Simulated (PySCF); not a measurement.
C₅H₁₄Si.
Bonds: C1–C2, C2–C3, C3–C4, C4–C5, C5–Si6. Hydrogens: H7, H8, H9 on C1; H10, H11 on C2; H12, H13 on C3; H14, H15 on C4; H16, H17 on C5; H18, H19, H20 on Si6.

Level of theory: PySCF, PBE0-D3(BJ)/def2-SVP geometry optimisation, gas phase.

Give the optimised bond lengths and angles.

| bond | length (Å) |
| --- | --- |
| C1–C2 | 1.520 |
| C2–C3 | 1.522 |
| C3–C4 | 1.523 |
| C4–C5 | 1.527 |
| C5–Si6 | 1.885 |
| C1–H7, C1–H8, C1–H9 | 1.102 |
| C2–H10, C2–H11 | 1.105 |
| C3–H12, C3–H13 | 1.106 |
| C4–H14, C4–H15 | 1.105 |
| C5–H16, C5–H17 | 1.105 |
| Si6–H18, Si6–H19, Si6–H20 | 1.497 |

Bonds in one row agree within 0.01 Å and their mean is given. A selection of angles:
| angle | degrees |
| --- | --- |
| C2–C1–H7 | 111.7 |
| H7–C1–H8 | 107.5 |
| C1–C2–C3 | 113.4 |
| C1–C2–H10 | 109.7 |
| C3–C2–H10 | 109.1 |
| H10–C2–H11 | 105.6 |
| C2–C3–C4 | 113.8 |
| C2–C3–H12 | 109.4 |
| C4–C3–H12 | 109.2 |
| H12–C3–H13 | 105.6 |
| C3–C4–C5 | 113.6 |
| C3–C4–H14 | 109.1 |
| C5–C4–H14 | 109.7 |
| H14–C4–H15 | 105.4 |
| C4–C5–Si6 | 114.2 |
| C4–C5–H16 | 110.2 |
| Si6–C5–H16 | 108.0 |
| H16–C5–H17 | 105.7 |
| C5–Si6–H18 | 110.5 |
| H18–Si6–H19 | 108.4 |

Torsions: C1–C2–C3–C4 180° (antiperiplanar); C2–C3–C4–C5 180° (antiperiplanar); C3–C4–C5–Si6 180° (antiperiplanar).

The 6 heavy atoms lie in one plane (0.001 Å rms). Si6 (SiH3 silicon) is tetrahedral (angles from 108.0° to 110.9°).

Point group: Cs (every atom within 0.08 Å of its image). No frequency check. One conformer, not necessarily the lowest.
